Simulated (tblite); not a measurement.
Compound: C4H4F3NO.
SMILES with atom numbers: `[CH3:1][O:2][C@@H:3]([C:4]#[N:5])[C:6]([F:7])([F:8])[F:9]` (hydrogens: H10, H11, H12 on C1; H13 on C3)

Computed with GFN2-xTB (tblite), gas phase: nudged elastic band of 9 images (0 to 8), spring 0.2 eV/Å², climbing image at the end, force threshold 0.05 eV/Å. The top image wasn't refined or checked by frequencies; at this threshold it can lie a kcal/mol or more above the true saddle point of the method.

Path: rotation about C3–C6 (sp3 carbon bound to oxygen, CF3 carbon), followed by the dihedral C4–C3–C6–F7, from -177° to -59°. Start geometry (image 0):
```
atom  x, y, z in Å
C1     -1.909    0.501   -0.026
O2     -0.691    0.254    0.648
C3      0.317   -0.269   -0.172
C4      0.807    0.688   -1.162
N5      1.151    1.457   -1.931
C6      1.478   -0.679    0.752
F7      1.087   -1.598    1.636
F8      2.481   -1.221    0.047
F9      1.980    0.346    1.432
H10    -2.584    0.890    0.731
H11    -2.320   -0.424   -0.446
H12    -1.783    1.238   -0.824
H13    -0.017   -1.181   -0.703
```

The first guess turns that dihedral rigidly in even steps and adds one set of random displacements (0.04 Å standard deviation a coordinate) to every inner image. Energies of the images above image 0 (eV) in the early part of the optimisation:

| iteration | 1 | 2 | 3 | 4 | 5 | 6 | 7 | 8 |
| --- | --- | --- | --- | --- | --- | --- | --- | --- |
| 0 | 1.033 | 1.076 | 1.118 | 1.139 | 1.131 | 1.098 | 1.060 | 0.000 |
| 10 | 0.074 | 0.103 | 0.134 | 0.147 | 0.135 | 0.104 | 0.072 | 0.000 |
| 20 | 0.051 | 0.082 | 0.114 | 0.129 | 0.117 | 0.086 | 0.053 | 0.000 |

Q: Where does the band end, and how far was the first guess from it?

A: Final energies, images 1 to 8: 0.015, 0.048, 0.082, 0.097, 0.084, 0.051, 0.017, 0.000 eV. The highest point drops from 1.14 eV (image 4) to 0.097 eV (image 4), by 1.04 eV. Image 4 moved by 0.05 Å rms, its dihedral from -114° to -118°. The end images are fixed. The true force on the top image ends at 0.042 eV/Å, and the largest on any image at 0.06 eV/Å; away from the top, the method drives only the force across the path to zero. The last saved iteration is 50.

What follows is the cost of the whole band run. Rough CPU time on one thread of a shared machine: about 10 s.
